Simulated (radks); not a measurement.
Results of a calculation; reference values are marked as such.
Radial electron density D(r) = 4 pi r^2 rho(r) of an atom or ion with 14 electrons. Code: a radial shooting solver on a logarithmic mesh with Libxc functionals. Model: Dirac Kohn-Sham, PBE, spin-unpolarised, spherical densities, point nucleus.

| r (bohr) | D(r) (e/bohr) |
|---|---|
| 0.01248 | 3.020 |
| 0.01625 | 4.559 |
| 0.02116 | 6.652 |
| 0.02756 | 9.291 |
| 0.03588 | 12.26 |
| 0.04672 | 15.05 |
| 0.06133 | 16.88 |
| 0.07986 | 16.85 |
| 0.104 | 14.93 |
| 0.1354 | 12.23 |
| 0.1763 | 10.85 |
| 0.2296 | 12.12 |
| 0.2989 | 14.88 |
| 0.3893 | 15.92 |
| 0.5069 | 13.11 |
| 0.66 | 7.854 |
| 0.8594 | 3.662 |
| 1.119 | 2.255 |
| 1.457 | 2.393 |
| 1.897 | 2.186 |
| 2.471 | 1.297 |
| 3.217 | 0.4768 |
| 4.189 | 0.1055 |
| 5.455 | 0.01263 |
| 7.103 | 0.0006819 |

What is the nuclear charge?

Answer. Z = 15. The innermost maximum, from 1s, lies near gamma/Z bohr with gamma = sqrt(1 - (Z/c)^2) = 0.994, here 0.0663 bohr (found: 0.0697), and its height grows with Z. The density is that of the phosphorus ion P+ in [Ne] 3s2 3p2; the configuration itself is not fixed sharply by these data, and Z only to about a unit. D(r) has 3 maxima, at r = 0.0697, 0.371, 1.57 bohr, and minima at 0.178, 1.17 bohr, inside which lie 2.19, 10.38 electrons.
